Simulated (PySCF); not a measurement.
## Sc¹⁸⁺ (scandium, charge +18) across methods

[He] 2s1, 2S determinant. All numbers are calculated (PySCF 2.14, the spin-free X2C one-electron Hamiltonian (Gaussian nucleus), in an even-tempered Gaussian basis (19 s from 3.4 bohr⁻², ratio 2.2; 9 p from 5.4 bohr⁻², ratio 2.4; 6 d from 16 bohr⁻², ratio 2.4; 5 f from 24 bohr⁻², ratio 2.4; 4 g from 36 bohr⁻², ratio 2.4)).

| method | E (hartree) | mean ε 1s α (eV) | mean ε 1s β (eV) | mean ε 2s α (eV) | Σ⟨r²⟩ (bohr²) | ⟨S²⟩ |
| --- | --- | --- | --- | --- | --- | --- |
| UHF | -477.77201 | -5576.4 | -5564.6 | -1288.2 | 0.1200 | 0.750 |
| r2SCAN | -477.800 | -5453.3 | -5448.3 | -1260.4 | 0.1200 | 0.750 |
| LDA | -476.106 | -5423.5 | -5417.5 | -1255.7 | 0.1202 | 0.750 |
| revPBE | -477.840 | -5439.1 | -5434.0 | -1258.9 | 0.1199 | 0.750 |
| PBE0 | -477.692 | -5473.0 | -5465.8 | -1266.2 | 0.1199 | 0.750 |
| M06-L | -477.886 | -5453.0 | -5448.3 | -1260.4 | 0.1198 | 0.750 |

(1) Estimate the same row for PBE.

Results:

(1) E (hartree) = -477.647; mean ε 1s α (eV) = -5438.4; mean ε 1s β (eV) = -5432.6; mean ε 2s α (eV) = -1258.7; Σ⟨r²⟩ (bohr²) = 0.1199; ⟨S²⟩ = 0.750.
